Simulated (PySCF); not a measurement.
# First hyperpolarisability: `InChI=1S/C6H10N2/c1-7-8-4-6-2-5(6)3-6/h4-5,7H,2-3H2,1H3/b8-4+/t5-,6+`

Cartesian coordinates in Å; atom numbers follow the order of the lines, from 1:
```xyz
18

C     3.3669   -0.4304    0.0642
N     2.1974    0.0590    0.7500
N     1.0290   -0.1552    0.1279
C     0.0144    0.5691    0.3851
C    -1.2614    0.2829   -0.2064
C    -2.5911    0.9649   -0.0862
C    -2.4870   -0.4917    0.2200
C    -1.7457   -0.8843   -1.0133
H     3.1212   -1.4055   -0.3509
H     3.6919    0.2262   -0.7527
H     4.1790   -0.5349    0.7827
H     2.3101    0.9614    1.2182
H     0.0663    1.4395    1.0557
H    -3.0992    1.2687   -0.9956
H    -2.7378    1.6503    0.7404
H    -2.7118   -1.0378    1.1106
H    -1.1472   -1.7846   -0.9820
H    -2.2039   -0.6911   -1.9771
```

The calculation used quadratic response CAM-B3LYP/cc-pVDZ first hyperpolarisability, Taylor convention, IEF-PCM dimethylsulfoxide (non-equilibrium response, no local-field factor) (PySCF 2.14.0). Geometry: GFN2-xTB.

Task: What is the first hyperpolarisability, and how does it disperse?

Result: In au, Taylor convention; the vector part is βᵢ = ⅓ Σⱼ (βᵢⱼⱼ + βⱼᵢⱼ + βⱼⱼᵢ); β∥ is 3/5 of the vector part along the dipole, the dipole points from − to +:
| process | λ (nm) | β vector norm | β∥ | β HRS | depolarisation ratio |
| --- | --- | --- | --- | --- | --- |
| second harmonic β(−2ω;ω,ω) | 800 | 404.3 | 13.5 | 184.4 | 3.89 |

Task: Which lowest excitations, dipole and polarisabilities go with it?

Result: S1 5.25 eV (f = 0.703); S2 6.12 eV (f = 0.004); S3 6.62 eV (f = 0.008); dipole 2.44 D; isotropic α 96.4 au at 800 nm, 107.7 au at 400 nm.
